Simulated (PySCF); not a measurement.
## Frontier orbitals and the lowest excitations

C₃H₈O₃Si.
Atom-mapped SMILES: `[CH3:1][O:2][SiH2:3][O:4][CH2:5][CH:6]=[O:7]` (hydrogens: H8, H9, H10 on C1; H11, H12 on Si3; H13, H14 on C5; H15 on C6)

Geometry (PBE0-D3(BJ)/def2-SVP, Å), atoms numbered from 1 in this order:
```xyz
15
C3H8O3Si angstrom
C     -2.5938    1.0073   -0.2006
O     -1.5171    0.1441   -0.4322
Si    -0.7405   -0.8144    0.6702
O      0.8112   -1.0330    0.1328
C      1.6879    0.0089   -0.1802
C      2.9862   -0.5659   -0.6972
O      3.9514    0.0983   -0.9511
H     -2.5140    1.5251    0.7734
H     -2.6156    1.7721   -0.9919
H     -3.5575    0.4687   -0.2232
H     -0.7651   -0.1138    1.9937
H     -1.3138   -2.1807    0.7613
H      1.2753    0.6759   -0.9615
H      1.9208    0.6465    0.6951
H      2.9608   -1.6801   -0.8266
```

Theory: TDDFT wB97X-D/def2-SVPD, vertical, gas phase, core orbitals frozen in the response in PySCF.

Frontier orbitals with the atoms that hold most of them (Löwdin shares over 4%, at most four atoms; ? is withheld):

```json
{"orbital": "LUMO+2", "ε (eV)": "2.16", "atoms": "Si3 39%, H11 11%, C5 9%, O2 8%"}
{"orbital": "LUMO+1", "ε (eV)": "1.94", "atoms": "Si3 26%, C1 22%, O2 10%, H11 8%"}
{"orbital": "LUMO", "ε (eV)": "0.90", "atoms": "?"}
{"orbital": "HOMO", "ε (eV)": "?", "atoms": "?"}
{"orbital": "HOMO-1", "ε (eV)": "-10.39", "atoms": "O2 40%, Si3 13%, O4 10%, C1 9%"}
{"orbital": "HOMO-2", "ε (eV)": "-10.78", "atoms": "O4 38%, O2 17%, C5 11%, Si3 6%"}
{"orbital": "HOMO-3", "ε (eV)": "-11.21", "atoms": "O2 48%, C1 16%, O4 7%, H9 7%"}
```

Give the leading atoms of the LUMO.

C6 (bonded to C, O and H) 43%; O7 (bonded to C) 32%; C5 (bonded to C, O and 2 H) 10%; H15 (bonded to C) 6%. By element: carbon 53% or more, oxygen 32% or more, hydrogen 6% or more.

Give the leading atoms of the HOMO.

O7 (bonded to C) 57%; C6 (bonded to C, O and H) 17%; C5 (bonded to C, O and 2 H) 11%; H15 (bonded to C) 9%. By element: oxygen 57% or more, carbon 28% or more, hydrogen 9% or more.

What is the HOMO energy, and the HOMO–LUMO gap?

ε(HOMO) = -9.58 eV; the gap is 10.48 eV (0.3852 hartree).

How does S1 compare with the orbital gap of 10.48 eV?

S1 is at 4.31 eV (f = 0.0001), 6.18 eV below the gap, made of HOMO→LUMO (98%). 

Give energy, strength and leading configuration of S1 and S3, and follow the Löwdin shares of the leading atoms from the occupied to the empty orbital.

- S1 (4.31 eV, f 0.0001), HOMO→LUMO (98%): O7 57% → 32%, C6 17% → 43%; low, almost dark, from the terminal oxygen into the C=O bond, the pattern of n→π*
- S3 (7.63 eV, f 0.0013), HOMO-1→LUMO+1 (73%): O2 40% → 10%, Si3 13% → 26%, C1 9% → 22%

One conformer stands for the species.
